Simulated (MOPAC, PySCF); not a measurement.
C9H6BNS, SMILES `Bc1cc2ccc(C#N)cc2s1`, neutral singlet in the gas phase. 

Cartesian coordinates (Å):
SMILES: N#Cc1ccc2c(sc(c2)B)c1
```xyz
18

B     -3.8748    -0.3818    -0.5992
C     -2.3703    -0.2074    -0.3870
C     -1.6213    -0.5659     0.7249
C     -0.2341    -0.2705     0.6132
C      0.8111    -0.4951     1.5396
C      2.1039    -0.1256     1.2208
C      2.3910     0.4805    -0.0355
C      3.7369     0.8534    -0.3429
N      4.8362     1.1547    -0.5874
C      1.3778     0.7163    -0.9735
C      0.0714     0.3393    -0.6436
S     -1.3491     0.5190    -1.6196
H     -4.5242    -0.8879     0.2836
H     -4.4044    -0.0241    -1.6222
H     -2.0758    -1.0342     1.6015
H      0.5908    -0.9604     2.5043
H      2.9219    -0.2924     1.9249
H      1.6131     1.1822    -1.9329
```
Charge 0, multiplicity 1.

All levels are single points at this geometry (r2SCAN-D4/def2-SVP); Pople sets use spherical d functions. Orbital energies aren't observables, and empty levels follow the basis.

B3LYP/3-21G in PySCF gives dipole (D) = 3.18.

Q: Estimate the dipole (D) from each of these levels: r2SCAN-D4/def2-TZVP in PySCF; B3LYP/6-31G* in PySCF; B3LYP/LANL2DZ in PySCF; SVWN5/6-31G* in PySCF; PM6 in MOPAC.

A: 
```
level                         dipole (D)
----------------------------  ----------
r2SCAN-D4/def2-TZVP in PySCF        3.68
B3LYP/6-31G* in PySCF               3.53
B3LYP/LANL2DZ in PySCF              3.65
SVWN5/6-31G* in PySCF               3.27
PM6 in MOPAC                        3.92
```
